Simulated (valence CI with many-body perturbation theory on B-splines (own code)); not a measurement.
**Energy levels of I XLI**

Calculated by configuration interaction combined with many-body perturbation theory (CI+MBPT): three valence electrons over a frozen Dirac-Fock core [Ne], a basis of 11 s, 11 p, 10 d, 8 f, 5 g, 2 h functions for each j, with the one-electron correlation potential Σ1, the two-electron term Σ2, the three-electron term Σ3, Breit, model QED; selected CI, second order for the rest, scaled by the run's own slope (own B-spline code, finite nucleus).

The last digits are not significant, and no measured levels were compared; by estimate large intervals hold to a few tenths of a per cent, small ones and those within an open d or f shell to about a per cent.

Levels 46 to 90 of 156, with energies above the lowest level, (3s^2 3p1/2) J=1/2. "Leading %" is the weight of the configuration and term that name the level; weights of strongly mixed levels are sums over their largest components and can fall short. In the jj column 3d3/2^4 stands for four electrons in 3d with j = 3/2. Lifetimes count E1, E2, E3, M1 and M2 decay at the calculated energies, and are blank where another channel may lead or the interval is too uncertain; long ones can be off by a factor of two.

| No. | Configuration | Term | J | E (× 10³ cm⁻¹) | Leading % | Leading jj | g | Lifetime |
| --- | --- | --- | --- | --- | --- | --- | --- | --- |
| 46 | 3p2 3d | 2G | 7/2 | 3942.2 | 35 | 3p1/2 3p3/2 3d3/2 (85 %) | 1.075 | 7.66 ps |
| 47 | 3p2 3d | 4D | 7/2 | 4047.8 | 43 | 3p1/2 3p3/2 3d5/2 (97 %) | 1.293 | 6.14 ps |
| 48 | 3p2 3d | 2D | 3/2 | 4071.7 | 43 | 3p1/2 3p3/2 3d3/2 (72 %) | 1.058 | 2.64 ps |
| 49 | 3p2 3d | 4P | 5/2 | 4073.4 | 38 | 3p1/2 3p3/2 3d3/2 (55 %) | 1.246 | 2.76 ps |
| 50 | 3p2 3d | 2G | 9/2 | 4095.5 | 55 | 3p1/2 3p3/2 3d5/2 (94 %) | 1.195 | 9.57 ps |
| 51 | 3p2 3d | 4P | 1/2 | 4105.6 | 38 | 3p1/2 3p3/2 3d3/2 (87 %) | 1.749 | 2.62 ps |
| 52 | 3p2 3d | 2P | 3/2 | 4116.6 | 47 | 3p1/2 3p3/2 3d5/2 (74 %) | 1.452 | 3.95 ps |
| 53 | 3p2 3d | 2D | 5/2 | 4134.7 | 44 | 3p1/2 3p3/2 3d5/2 (80 %) | 1.191 | 4.79 ps |
| 54 | 3p2 3d | 2F | 7/2 | 4195.0 | 38 | 3p1/2 3p3/2 3d5/2 (72 %) | 1.059 | 5.96 ps |
| 55 | 3p2 3d | 2F | 5/2 | 4247.9 | 42 | 3p1/2 3p3/2 3d5/2 (69 %) | 1.111 | 3.12 ps |
| 56 | 3s 3d2 | 4F | 3/2 | 4266.2 | 58 | 3s 3d3/2^2 (60 %) | 0.623 | 2.99 ps |
| 57 | 3p2 3d | 2P | 1/2 | 4277.2 | 54 | 3p1/2 3p3/2 3d5/2 (87 %) | 1.145 | 4.58 ps |
| 58 | 3p2 3d | 2D | 3/2 | 4297.2 | 44 | 3p1/2 3p3/2 3d5/2 (56 %) | 0.743 | 2.75 ps |
| 59 | 3s 3d2 | 4F | 5/2 | 4317.4 | 78 | 3s 3d3/2^2 (63 %) | 1.058 | 2.21 ps |
| 60 | 3s 3d2 | 4F | 7/2 | 4400.2 | 94 | 3s 3d3/2 3d5/2 (88 %) | 1.230 | 3.09 ps |
| 61 | 3s 3d2 | 4P | 1/2 | 4416.5 | 82 | 3s 3d3/2^2 (71 %) | 2.527 | 1.95 ps |
| 62 | 3s 3d2 | 4P | 5/2 | 4446.4 | 28 | 3s 3d3/2 3d5/2 (71 %) | 1.257 | 2.63 ps |
| 63 | 3s 3d2 | 4F | 9/2 | 4458.7 | 74 | 3s 3d3/2 3d5/2 (63 %) | 1.281 | 3.95 ps |
| 64 | 3s 3d2 | 4P | 3/2 | 4470.1 | 77 | 3s 3d3/2 3d5/2 (92 %) | 1.542 | 2.84 ps |
| 65 | 3s 3d2 | 2G | 7/2 | 4503.8 | 32 | 3s 3d3/2 3d5/2 (60 %) | 1.114 | 3.95 ps |
| 66 | 3s 3d2 | 2D | 3/2 | 4506.9 | 29 | 3s 3d3/2 3d5/2 (55 %) | 1.241 | 2.58 ps |
| 67 | 3s 3d2 | 2P | 1/2 | 4516.4 | 32 | 3p3/2^2 3d3/2 (41 %) | 1.171 | 2.43 ps |
| 68 | 3s 3d2 | 4P | 5/2 | 4522.0 | 49 | 3s 3d3/2 3d5/2 (63 %) | 1.300 | 2.57 ps |
| 69 | 3s 3d2 | 2G | 9/2 | 4565.2 | 49 | 3s 3d5/2^2 (58 %) | 1.209 | 5.04 ps |
| 70 | 3s 3d2 | 2G | 7/2 | 4596.9 | 45 | 3p3/2^2 3d5/2 (39 %) | 1.091 | 5.31 ps |
| 71 | 3s 3d2 | 2D | 5/2 | 4644.4 | 45 | 3s 3d5/2^2 (75 %) | 1.212 | 3.46 ps |
| 72 | 3s 3d2 | 2P | 3/2 | 4673.4 | 39 | 3s 3d5/2^2 (57 %) | 1.158 | 4.09 ps |
| 73 | 3p2 3d | 2D | 3/2 | 4684.5 | 40 | 3p3/2^2 3d3/2 (67 %) | 0.952 | 1.75 ps |
| 74 | 3s 3d2 | 2S | 1/2 | 4720.1 | 38 | 3p3/2^2 3d5/2 (53 %) | 1.679 | 3.24 ps |
| 75 | 3p2 3d | 2D | 5/2 | 4721.3 | 21 | 3p3/2^2 3d3/2 (55 %) | 1.158 | 1.71 ps |
| 76 | 3p2 3d | 2G | 9/2 | 4755.0 | 41 | 3p3/2^2 3d5/2 (71 %) | 1.182 | 3.16 ps |
| 77 | 3p2 3d | 2F | 7/2 | 4757.3 | 52 | 3p3/2^2 3d3/2 (65 %) | 1.035 | 2.11 ps |
| 78 | 3s 3d2 | 2P | 1/2 | 4818.5 | 33 | 3p3/2^2 3d3/2 (52 %) | 1.252 | 1.42 ps |
| 79 | 3s 3d2 | 2F | 7/2 | 4846.8 | 47 | 3s 3d5/2^2 (39 %) | 1.168 | 2.11 ps |
| 80 | 3p2 3d | 2D | 3/2 | 4851.1 | 69 | 3p3/2^2 3d3/2 (78 %) | 0.922 | 1.74 ps |
| 81 | 3p2 3d | 2D | 5/2 | 4888.3 | 78 | 3p3/2^2 3d5/2 (94 %) | 1.199 | 2.98 ps |
| 82 | 3s 3d2 | 2S | 1/2 | 4930.9 | 43 | 3s 3d5/2^2 (52 %) | 1.611 | 2.10 ps |
| 83 | 3p 3d2 | 4G° | 5/2 | 4997.4 | 62 | 3p1/2 3d3/2^2 (97 %) | 0.700 | 11.2 ps |
| 84 | 3p2 3d | 2D | 5/2 | 4998.2 | 47 | 3p3/2^2 3d5/2 (77 %) | 1.084 | 1.86 ps |
| 85 | 3p2 3d | 2P | 3/2 | 5017.8 | 42 | 3p3/2^2 3d5/2 (70 %) | 1.209 | 1.72 ps |
| 86 | 3p 3d2 | 4G° | 7/2 | 5166.5 | 68 | 3p1/2 3d3/2 3d5/2 (96 %) | 1.009 | 11.6 ps |
| 87 | 3p 3d2 | 4F° | 3/2 | 5194.3 | 48 | 3p1/2 3d3/2^2 (66 %) | 0.676 | 2.69 ps |
| 88 | 3p 3d2 | 2D° | 5/2 | 5198.7 | 28 | 3p1/2 3d3/2 3d5/2 (96 %) | 1.067 | 8.01 ps |
| 89 | 3p 3d2 | 4D° | 1/2 | 5201.6 | 52 | 3p1/2 3d3/2^2 (91 %) | 0.633 | 3.66 ps |
| 90 | 3p 3d2 | 4D° | 3/2 | 5250.0 | 40 | 3p1/2 3d3/2 3d5/2 (70 %) | 1.169 | 4.29 ps |

Where two levels of one J and parity lie close, their mixing, g and order are uncertain.
